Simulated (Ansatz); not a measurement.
Tuning the range parameter of LC-ωPBE so that −HOMO meets the ionisation energy; basis def2-SVPD, Ansatz. System: Ti₂O₄⁻ (the lowest doublet isomer of a short search). Charge -1, multiplicity 2. Geometry: PBE-D4/def2-SVPD. The ionised state is a singlet, and HOMO is the level of the spin that leaves.

Geometry of the doublet:

```xyz
6

Ti   -1.1304    0.7331   -0.1156
Ti    1.1301   -0.7326    0.1157
O    -2.5922    0.5798   -0.9145
O     0.4971    0.6055   -1.0252
O    -0.4971   -0.6043    1.0259
O     2.5926   -0.5815    0.9137
```

Another isomer (doublet) lies 0.04 eV lower at PBE0-D4/def2-TZVPD.

```
ω (1/bohr)  HOMO (eV)  LUMO (eV)  vertical IE (eV)  HOMO + IE (eV)
       0.1      -1.02       1.85              1.92            0.90
      0.15      -1.38       2.16              1.86            0.48
       0.2      -1.62       2.33              1.79            0.17
       0.3      -2.13       2.68              1.79           -0.34
```

Where does the tuning condition hold?

Near ω = 0.23 bohr⁻¹, by linear interpolation.
